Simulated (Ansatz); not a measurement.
Stepwise reaction of `[NH2][In]([NH2])[Br]` with hydrogen sulfide, as a gas-phase model of exchange steps in deposition or etching. ΔE in kJ/mol; ΔG adds harmonic PBE0-D4 terms to CCSD(T)/CBS, at 1 bar.

Isolated molecules relaxed with PBE0-D4/def2-TZVP in Ansatz; ΔE leaves out vibrations. CCSD(T)/CBS adds triple-zeta CCSD(T) − MP2 to the extrapolated MP2 energy (def2 sets, frozen cores). This one scheme is used for every species. DFT in def2-TZVPP. B3LYP here is the variant with VWN-RPA as its local correlation; programs differ in this. Elements past krypton have def2 core potentials. For Br, In outer-core shells are correlated without core-valence functions, which leaves a few kJ/mol of doubt a bond. Scalar relativity is left out up to krypton. Each species was taken in one conformer, which may not be the lowest.

```
step                                                    reaction  PBE-D4  B3LYP-D4  ωB97M-V  CCSD(T)/CBS  ΔG(400 K)
   1  `[NH2][In]([NH2])[Br]` + H₂S → `[NH2][In]([SH])[Br]` + NH₃   -86.6     -85.5    -84.4        -82.1      -71.1
   2    `[NH2][In]([SH])[Br]` + H₂S → `[SH][In]([SH])[Br]` + NH₃   -83.2     -82.4    -80.2        -78.7      -67.8
```

By hand: ΔE of the 2 steps together at CCSD(T)/CBS.

(-82.1) + (-78.7) = -160.8 kJ/mol, or -80.4 kJ/mol a step.

In ΔE the steps differ by no more than 3.4 kJ/mol. All are downhill at CCSD(T)/CBS. ΔG lies between -71.1 and -67.8 kJ/mol a step. PBE-D4 differs from CCSD(T)/CBS by -4.5 to -4.5 kJ/mol a step. Isolated molecules leave out the surface, adducts and barriers. Largest T1 diagnostic: 0.012.
